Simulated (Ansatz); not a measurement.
Cartesian coordinates in Å:
```
C 0.2013 -0.9588 3.2806
C 1.1446 -0.1256 2.4278
C 0.4691 0.5789 1.2572
C -0.0766 -0.3674 0.2003
C -0.8132 0.3201 -0.9450
C 0.0443 1.3097 -1.7379
C 1.3078 0.7279 -2.3543
C -1.4552 -0.7073 -1.8696
O -2.4055 -1.5294 -1.2237
H -0.2429 -1.7806 2.7149
H 0.7235 -1.3955 4.1350
H -0.6169 -0.3457 3.6707
H 1.9517 -0.7620 2.0453
H 1.6277 0.6264 3.0604
H 1.1899 1.2652 0.8003
H -0.3475 1.2068 1.6379
H -0.7677 -1.0805 0.6567
H 0.7455 -0.9695 -0.2068
H -1.6376 0.9041 -0.5054
H 0.3167 2.1451 -1.0863
H -0.5759 1.7438 -2.5305
H 1.8460 1.4918 -2.9198
H 1.9910 0.3451 -1.5925
H 1.0887 -0.0920 -3.0425
H -1.9068 -0.1935 -2.7309
H -0.6986 -1.3925 -2.2609
H -3.1032 -0.9645 -0.8811
```

The species carries charge 0 and has multiplicity 1.

(1) List the PBE0/def2-TZVPP orbital energies in eV (the Gaussian-basis code of Ansatz). (Best estimate.)

Results:

(1) Computed: Occupied: -522.50, -279.16, -278.15, -278.04, -277.90, -277.86, -277.81, -277.74, -277.65, -28.57, -23.03, -21.99, -20.51, -19.66, -18.12, -17.73, -16.12, -15.48, -14.08, -13.50, -12.93, -12.43, -12.18, -11.98, -11.69, -11.25, -10.71, -10.52, -10.20, -10.12, -9.48, -9.34, -9.05, -9.01, -8.78, -8.49, -7.66. Lowest empty: 0.97, 1.20, 1.62, 1.65, 2.19, 2.44, 2.67, 2.96.
